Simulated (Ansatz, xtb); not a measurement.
Ranking isomers of C4H7FOS

6 gas-phase structures of C4H7FOS, from a drawn sample of its isomers (lower ones may exist). Each was relaxed with GFN2-xTB; where two conformers were screened, the lower at r2SCAN-D4/def2-SVP is listed:

A. `F[C@@H]1C[C@@H](S)CO1`, a singlet
B. `F[C@@H]1CC[C@@H](S)O1`, a singlet
C. `F[C@@H]1CO[C@H](S)C1`, a singlet
D. `F[C@@H]1CC[C@H](S)O1`, a singlet
E. `F[C@@H]1C[C@H](S)CO1`, a singlet
F. `F[C@@]1(S)CCCO1`, a singlet

Estimate their order in r2SCAN-D4/def2-SVP energy at these geometries, lowest first.

Calculated order at r2SCAN-D4/def2-SVP: B (0.0), D (1.5), F (1.8), E (3.0), A (3.9), C (10.4) kcal/mol. Less than 1 kcal/mol parts D and F; E and A, so the order within those pairs means little.

Energies above the lowest of each column, in kcal/mol; the last columns are at B3LYP/def2-SVP geometries and were run for some of them only (a dash: not run or not comparable):

```csv
structure,GFN2-xTB,HF/STO-3G,r2SCAN-D4/def2-SVP,B3LYP/def2-SVP,CCSD(T)/def2-SVP + ΔMP2/def2-TZVPP
B,0.0,3.7,0.0,0.0,0.0
D,1.5,2.8,1.5,0.7,0.6
F,1.2,0.0,1.8,1.7,2.6
E,2.7,6.7,3.0,2.3,2.8
A,4.3,6.7,3.9,3.0,2.6
C,5.8,9.8,10.4,–,–
```

CCSD(T)/def2-SVP + ΔMP2/def2-TZVPP puts B lowest of those it was run on, with D within 1 kcal/mol; HF/STO-3G picks F. CCSD(T)/def2-SVP + ΔMP2/def2-TZVPP orders those it was run on as B (0.0), D (0.6), F (2.6), A (2.6), E (2.8) kcal/mol. Less than 1 kcal/mol parts B and D; F and A; A and E, so the order within those pairs means little. Some further structures that were screened fall inside this span and aren't listed. Flexible structures stand in one conformer each, not always the lowest. Frequencies (GFN2-xTB) were run for A, B, E, F alone. ΔMP2 is the change of the MP2 energy from the smaller to the larger basis.

Over these structures GFN2-xTB departs from r2SCAN-D4/def2-SVP by 1.2 kcal/mol on average once a common shift is removed. A GFN2-xTB relaxation took about 0.1 s and the r2SCAN-D4/def2-SVP energy about 3.8 s on a shared host (Ansatz 0.2.0, xtb 6.7.1).
